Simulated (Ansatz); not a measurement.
`[F][In]([F])[F]` + `C[SeH]` → `C[Se][In]([F])[F]` + H–F at 298.15 K and 1 bar (ligand exchange at the In–F bond).

Gas-phase electronic energies from Ansatz, PBE0-D4/def2-TZVP geometries. CBS: MP2 limit from def2 TZ/QZ plus the TZ coupled-cluster correction, frozen cores. This one scheme is used for every species. Elements past krypton have def2 core potentials. For In, Se outer-core shells are correlated without core-valence functions, which leaves a few kJ/mol of doubt a bond. Scalar relativity is left out up to krypton. Each species was taken in one conformer, which may not be the lowest.

```json
{"species": "`[F][In]([F])[F]`", "CCSD(T)/CBS energy (Eh)": "-489.26665", "H − E (kJ/mol)": "30.0", "S (J/(mol·K))": "309.9"}
{"species": "`C[SeH]`", "CCSD(T)/CBS energy (Eh)": "-2441.15625", "H − E (kJ/mol)": "129.5", "S (J/(mol·K))": "267.5"}
{"species": "`C[Se][In]([F])[F]`", "CCSD(T)/CBS energy (Eh)": "-2830.05920", "H − E (kJ/mol)": "133.4", "S (J/(mol·K))": "407.2"}
{"species": "H–F", "CCSD(T)/CBS energy (Eh)": "-100.39570", "H − E (kJ/mol)": "33.5", "S (J/(mol·K))": "173.6"}
```

H − E and S are ideal-gas, rigid-rotor, harmonic terms from PBE0-D4/def2-TZVP, for one conformer and one mirror image of each species. 1 Eh = 2625.50 kJ/mol, R = 8.31446 J/(mol·K).

Problem. By hand: ΔE, ΔH, ΔS and ΔG.

Solution. ΔE = (-2830.05920) + (-100.39570) − (-489.26665) − (-2441.15625) = -0.03200 Eh = -84.0 kJ/mol. Δ(H − E) = 133.4 + 33.5 − 30.0 − 129.5 = 7.4, so ΔH = -76.6 kJ/mol. ΔS = 407.2 + 173.6 − 309.9 − 267.5 = 3.4 J/(mol·K). ΔG = -76.6 − 298.15 × (3.4)/1000 = -77.6 kJ/mol.

Problem. By hand: the equilibrium constant, and the temperature at which ΔG would vanish if ΔH and ΔS stayed fixed.

Solution. log₁₀ K = −ΔG/(RT ln 10) = 13.6. ΔH and −TΔS have one sign here, so there is no such temperature.

The number of gas molecules stays the same, so ΔS is small and ΔH decides. A doubt of 5 kJ/mol in ΔE shifts log₁₀ K by 0.9 here. Other conformers and mirror images would add mixing entropy, several J/(mol·K) or more a flexible species. Modes under 60 cm⁻¹, often nearly free rotors, make the harmonic entropy too high. These are equilibria of isolated gas molecules and say nothing of rates. Largest T1 diagnostic: 0.018 (customary marks: 0.02 for closed shells, 0.045 for open ones).

ΔS is within the doubt of such terms, so its sign, and with it that verdict, could turn.
